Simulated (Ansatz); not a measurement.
Ansatz (a program for electronic structure) input:
A basis named .json is the Basis Set Exchange file of that set.

Ansatz 0.2 input:
```yaml
crystal:
  periodic: [false, false, false]
  atoms:
    - {symbol: Si, position_ang: [0.00000000, 0.00000000, -0.00000000]}
    - {symbol: O, position_ang: [1.00703002, -0.02210858, -1.28977156]}
    - {symbol: O, position_ang: [-1.46959592, 0.14926346, -0.70435587]}
    - {symbol: O, position_ang: [0.12982701, -1.33355605, 0.93961808]}
    - {symbol: O, position_ang: [0.33273889, 1.20640118, 1.05450935]}
    - {symbol: H, position_ang: [1.91774520, -0.27679772, -1.12407385]}
    - {symbol: H, position_ang: [-2.20787797, 0.35655240, -0.12669218]}
    - {symbol: H, position_ang: [-0.19374146, -2.15793968, 0.56891672]}
    - {symbol: H, position_ang: [0.48387423, 2.07818500, 0.68184931]}
basis:
  gaussian:
    orbitals: aug-cc-pV_D+d_Z.json
magnetization: {spin_polarized: false}
correlation: {method: ccsd_t, electrons: outside_noble_gas}
output: {forces: true}
```

Task: Which total energy does the run end on?

Result: -591.93668 Eh (CCSD(T)/aug-cc-pV(D+d)Z). The basis has 160 functions. The run takes very roughly 17 core-minutes.
